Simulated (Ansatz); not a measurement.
`[OH][AlH]/[CH]=C/F` + CH₃OH → `CO/C=C/F` + `[OH][AlH2]`  (substitution at a C–Al bond)

Gas-phase electronic energies from Ansatz, PBE0-D4/def2-TZVP geometries. CCSD(T)/CBS is the MP2 limit (def2-TZVPP, def2-QZVPP) plus CCSD(T) − MP2 in def2-TZVPP, frozen cores. This one scheme is used for every species. Double bonds are as drawn, so ΔE can hold a change between cis and trans. Functionals use def2-TZVPP. B3LYP here is the variant with VWN-RPA as its local correlation; programs differ in this. One conformer a species, not always the lowest.

Q: Is it downhill or uphill in electronic energy at CCSD(T)/CBS, and by how much? (Best estimate.)

A: The calculation gave: Uphill: ΔE = +98.0 kJ/mol.

Q: What do these levels give: r2SCAN-D4, ωB97M-V, r2SCAN, B3LYP, CCSD/def2-TZVPP, HF/CBS(def2)? (An estimate is asked.)

A: Ansatz gave: r2SCAN-D4 92.5, ωB97M-V 92.2, r2SCAN 92.6, B3LYP 89.5, CCSD/def2-TZVPP 95.3, HF/CBS(def2) 92.7 kJ/mol.

Largest T1 diagnostic among the species: 0.013.

From PBE to PBE0 (25 % exact exchange), in def2-TZVPP and without D4, ΔE moves by +3.6 kJ/mol.
